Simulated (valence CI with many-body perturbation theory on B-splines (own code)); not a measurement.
## Ir⁵⁺: calculated level list

Computed by relativistic CI+MBPT: four valence electrons over a frozen Dirac-Fock core [Xe] 4f14, radial functions for each j: 9 s, 9 p, 10 d, 8 f, 5 g, 3 h, 1 i, with the one-electron correlation potential Σ1 (screened to all orders), the two-electron term Σ2, the three-electron term Σ3, Breit, model QED; selected single and double excitations, second order for the rest, scaled by the run's own slope (own B-spline code, finite nucleus).

No measured levels were compared; by estimate terms of the open shell hold to 2 to 4 % of their energy, and close levels can change places; different configurations can be misplaced against each other by 1,000 to 8,000 cm⁻¹. Core correlation moves these levels by up to 15000 cm⁻¹, and in measured spectra 5 to 20 % of such shifts remained as error; rates that hang on mixing are uncertain with them. Only levels of the ground parity were solved; by the run's estimate the other parity begins above the list, which can be wrong where configurations are misplaced.

Levels 1 to 45 of 66, with energies above the lowest level, 5d4 5D_0. "Leading %" is the weight of the configuration and term that name the level; weights of strongly mixed levels are sums over their largest components and can fall short. In the jj column 3d3/2^4 stands for four electrons in 3d with j = 3/2.

| No. | Configuration | Term | J | E (cm⁻¹) | Leading % | g | Leading jj |
| --- | --- | --- | --- | --- | --- | --- | --- |
| 1 | 5d4 | 5D | 0 | 0.0 | 61 |  | 5d3/2^4 (78 %) |
| 2 | 5d4 | 5D | 1 | 5636 | 83 | 1.499 | 5d3/2^3 5d5/2 (85 %) |
| 3 | 5d4 | 5D | 2 | 10347 | 90 | 1.468 | 5d3/2^2 5d5/2^2 (56 %) |
| 4 | 5d4 | 5D | 3 | 13878 | 84 | 1.441 | 5d3/2^2 5d5/2^2 (50 %) |
| 5 | 5d4 | 5D | 4 | 15902 | 59 | 1.353 | 5d3/2^3 5d5/2 (55 %) |
| 6 | 5d4 | 3P | 0 | 22539 | 48 |  | 5d3/2^2 5d5/2^2 (72 %) |
| 7 | 5d4 | 3H | 4 | 23933 | 56 | 1.001 | 5d3/2^2 5d5/2^2 (53 %) |
| 8 | 5d4 | 3G | 3 | 28245 | 63 | 0.904 | 5d3/2^2 5d5/2^2 (51 %) |
| 9 | 5d4 | 3F | 2 | 29117 | 63 | 0.836 | 5d3/2^2 5d5/2^2 (54 %) |
| 10 | 5d4 | 3H | 5 | 29787 | 76 | 1.073 | 5d3/2^2 5d5/2^2 (97 %) |
| 11 | 5d4 | 3P | 1 | 30276 | 73 | 1.366 | 5d3/2^2 5d5/2^2 (68 %) |
| 12 | 5d4 | 3H | 6 | 32374 | 70 | 1.117 | 5d3/2^2 5d5/2^2 (90 %) |
| 13 | 5d4 | 3G | 4 | 35446 | 62 | 1.034 | 5d3/2^2 5d5/2^2 (73 %) |
| 14 | 5d4 | 3P | 2 | 36423 | 43 | 1.254 | 5d3/2^2 5d5/2^2 (78 %) |
| 15 | 5d4 | 3F | 4 | 38080 | 44 | 1.154 | 5d3/2^2 5d5/2^2 (44 %) |
| 16 | 5d4 | 3F | 3 | 38148 | 47 | 1.162 | 5d3/2^2 5d5/2^2 (62 %) |
| 17 | 5d4 | 3F | 3 | 41649 | 33 | 1.106 | 5d3/2 5d5/2^3 (73 %) |
| 18 | 5d4 | 1D | 2 | 43885 | 34 | 1.123 | 5d3/2 5d5/2^3 (53 %) |
| 19 | 5d4 | 3G | 5 | 44301 | 76 | 1.160 | 5d3/2 5d5/2^3 (97 %) |
| 20 | 5d4 | 3D | 1 | 46240 | 84 | 0.653 | 5d3/2 5d5/2^3 (76 %) |
| 21 | 5d4 | 1I | 6 | 46248 | 70 | 1.049 | 5d3/2 5d5/2^3 (90 %) |
| 22 | 5d4 | 1G | 4 | 51860 | 44 | 1.092 | 5d3/2^2 5d5/2^2 (53 %) |
| 23 | 5d4 | 3P | 2 | 52568 | 40 | 1.186 | 5d3/2^2 5d5/2^2 (58 %) |
| 24 | 5d4 | 1S | 0 | 53252 | 72 |  | 5d3/2 5d5/2^3 (79 %) |
| 25 | 5d4 | 1F | 3 | 55337 | 59 | 1.065 | 5d3/2 5d5/2^3 (82 %) |
| 26 | 5d4 | 3P | 2 | 58930 | 60 | 1.226 | 5d3/2^2 5d5/2^2 (53 %) |
| 27 | 5d4 | 3F | 4 | 63675 | 58 | 1.154 | 5d5/2^4 (57 %) |
| 28 | 5d4 | 3F | 2 | 65381 | 51 | 0.905 | 5d5/2^4 (45 %) |
| 29 | 5d4 | 3F | 3 | 65865 | 77 | 1.071 | 5d3/2 5d5/2^3 (95 %) |
| 30 | 5d4 | 3P | 1 | 66388 | 95 | 1.482 | 5d3/2 5d5/2^3 (91 %) |
| 31 | 5d4 | 3P | 0 | 69915 | 80 |  | 5d5/2^4 (50 %) |
| 32 | 5d4 | 1G | 4 | 70015 | 71 | 1.061 | 5d3/2 5d5/2^3 (83 %) |
| 33 | 5d4 | 1D | 2 | 85375 | 90 | 1.000 | 5d3/2 5d5/2^3 (42 %) |
| 34 | 5d4 | 1S | 0 | 107510 | 90 |  | 5d3/2^2 5d5/2^2 (44 %) |
| 35 | 5d3 6s | 5F | 1 | 107790 | 86 | 0.077 | 5d3/2^3 6s (67 %) |
| 36 | 5d3 6s | 5F | 2 | 110880 | 81 | 1.013 | 5d3/2^3 6s (50 %) |
| 37 | 5d3 6s | 5F | 3 | 116550 | 91 | 1.242 | 5d3/2^2 5d5/2 6s (81 %) |
| 38 | 5d3 6s | 5F | 4 | 121710 | 86 | 1.313 | 5d3/2^2 5d5/2 6s (50 %) |
| 39 | 5d3 6s | 3F | 2 | 123960 | 28 | 1.223 | 5d3/2^2 5d5/2 6s (49 %) |
| 40 | 5d3 6s | 5F | 5 | 125690 | 67 | 1.324 | 5d3/2^2 5d5/2 6s (53 %) |
| 41 | 5d3 6s | 5P | 1 | 126730 | 72 | 2.167 | 5d3/2^2 5d5/2 6s (86 %) |
| 42 | 5d3 6s | 3F | 2 | 128030 | 51 | 1.172 | 5d3/2^2 5d5/2 6s (95 %) |
| 43 | 5d3 6s | 3F | 3 | 131380 | 47 | 0.943 | 5d3/2^2 5d5/2 6s (86 %) |
| 44 | 5d3 6s | 3H | 4 | 133240 | 43 | 0.975 | 5d3/2^2 5d5/2 6s (87 %) |
| 45 | 5d3 6s | 3D | 1 | 135070 | 29 | 1.053 | 5d3/2^2 5d5/2 6s (59 %) |

Names give the largest LS component (configuration and term), which can be under half, so a name can repeat, a term be missing and a line seem to break the LS rules; names also repeat where a configuration has a term twice.

The ionisation energy to 5d3 4F_3/2 of the next ion comes out as 73.57 eV (NIST: 72 ± 2 eV (theoretical)). All 66 levels together are meant to be complete up to 162060 cm⁻¹.
